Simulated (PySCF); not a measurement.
Unknowns

- geometry: GFN2-xTB
- shielding tensors at PBE0/pcSseg-1 (GIAO)
- program: PySCF 2.14
- relativity neglected, rapidly exchanging positions averaged, a single conformation, no solvent

References, each an isolated molecule treated in the same way: ¹H (σref 31.72) and ¹³C (σref 186.93) against TMS. Splittings of carbon signals by F and P are missing where no couplings were computed. Where no couplings were computed, multiplicities follow the n + 1 count of equivalent neighbours, and m marks all less simple cases (inequivalent or close neighbours, rings, F or P nearby). Shifts are as computed. Against solution values, carbons near 30 ppm lie about +3 ppm off and those near 130 ppm about +5 ppm. Of 1309 compounds with measured shifts, 239 miss one by over three times the rms of a fit or turn the order of signals round; such compounds aren't used in these exercises.

Question: C₇H₁₁FO. ¹H NMR (300 MHz, computed): δ 5.04 (m, 1H), 4.76 (m, 1H), 4.20 (m, 1H), 4.14 (m, 1H), 3.43 (m, 1H), 1.39 (d, 3H), 0.95 (m, 1H), 0.84 (m, 1H), 0.45 (m, 1H). ¹³C{¹H} NMR (computed): δ 103.8 (CH), 80.7 (CH2), 79.5 (CH2), 34.5 (C), 27.7 (CH2), 19.6 (CH3), 17.6 (CH). What is it?

Answer: `C[C@@H]1C[C@@]12COC[C@H]2F`. Rings plus π bonds: 2 (2 rings in the answer). 7 carbon signals for 7 carbons: no two carbons are equivalent. Carbon types of the structure: 1 × C, 2 × CH, 3 × CH2, 1 × CH3, which accounts for all hydrogens. δC 103.8: sp3 CH bonded to F; deshielded by the electronegative neighbour. δC 80.7, 79.5: sp3 CH2 bonded to O; pulled downfield by the heteroatom. δH 4.76, 4.20, 4.14, 3.43: hydrogen on an sp3 CH2 bonded to O; its carbon carries O, which withdraws density. δH 0.95, 0.84, 0.45: hydrogen on a three-membered-ring carbon; cyclopropane-type protons are shielded by the ring.

The shifts were computed for this structure.

Question: C₄H₁₁NO₂Si₂. ¹H NMR (300 MHz, computed): δ 9.94 (t, 1H), 5.35 (s, 2H), 5.23 (s, 3H), 3.56 (d, 2H), 2.12 (s, 3H). ¹³C{¹H} NMR (computed): δ 202.3 (CH), 177.3 (C), 67.7 (CH2), 29.1 (CH3). Give a structure.

Answer: `C/C(CC=O)=N\[SiH2]O[SiH3]`. Rings plus π bonds: 2 (no ring in the answer). 4 carbon signals for 4 carbons: no two carbons are equivalent. Carbon types of the structure: 1 × C, 1 × CH, 1 × CH2, 1 × CH3, leaving 5 H on heteroatoms. δC 202.3: aldehyde carbonyl carbon; the double bond to the heteroatom, with no lone-pair donor beside it, deshields it most. δC 177.3: C=N carbon. δC 67.7: sp3 CH2 α to a carbonyl. δH 9.94: hydrogen on an aldehyde carbonyl carbon; the formyl region, downfield of aromatic protons.

The data come from this structure; uniqueness wasn't tested.

Question: C₂H₈F₃NSi₂. ¹H NMR (400 MHz, computed): δ 4.64 (s, 3H), 2.97 (m, 2H), 2.67 (s, 3H). ¹³C{¹H} NMR (computed): δ 43.1, 41.6. Give a structure.

Answer: `CN([SiH3])C[Si](F)(F)F`. Rings plus π bonds: 0. 2 carbon signals for 2 carbons: no two carbons are equivalent. Carbon types of the structure: 1 × CH2, 1 × CH3, leaving 3 H on heteroatoms. δC 43.1: methyl carbon bonded to N; pulled downfield by the heteroatom. δC 41.6: sp3 CH2 bonded to N and Si; pulled downfield by the heteroatom. δH 2.97: hydrogen on an sp3 CH2 bonded to N and Si; its carbon carries N, hence the downfield position. δH 2.67: hydrogen on a methyl carbon bonded to N; its carbon carries N, which withdraws density.

This is the structure that produced the data.
